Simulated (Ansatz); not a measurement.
`[SiH3][SnH3]` + `[AlH2][SH]` → `[AlH2][S][SnH3]` + SiH₄  (cleavage of the Sn–Si bond)

Gas-phase electronic energies from Ansatz, PBE0-D4/def2-TZVP geometries. CCSD(T)/CBS is the MP2 limit (def2-TZVPP, def2-QZVPP) plus CCSD(T) − MP2 in def2-TZVPP, frozen cores. This one scheme is used for every species. DFT in def2-TZVPP. def2 core potentials past Kr. For Sn outer-core shells are correlated without core-valence functions, which leaves a few kJ/mol of doubt a bond.

CCSD(T)/CBS gives -43.1 kJ/mol.

Q: Another level gave -37.6 kJ/mol. Which?
A. BLYP/def2-TZVPP
B. MP2/def2-TZVPP
C. revPBE/def2-TZVPP
D. BLYP-D4/def2-TZVPP

A: D. BLYP-D4 -37.6, MP2/def2-TZVPP -46.0, revPBE -28.5, BLYP -32.5 kJ/mol.

Largest T1 diagnostic among the species: 0.013.

Leaving LDA and LC-ωPBE aside and taking each functional with its dispersion term where it has one, the values, not all of them listed here, spread over 13.7 kJ/mol, from BHLYP-D4 to PBE-D4. LDA lies +3.7 kJ/mol from PBE without D4. The D4 term adds −4.2 kJ/mol with B3LYP and −2.2 kJ/mol with PBE0; it sums over pairs of atoms, weighted by their polarisabilities, and B3LYP, whose exchange is more repulsive, gets the larger term.

B3LYP here is the variant with VWN-RPA as its local correlation; programs differ in this.
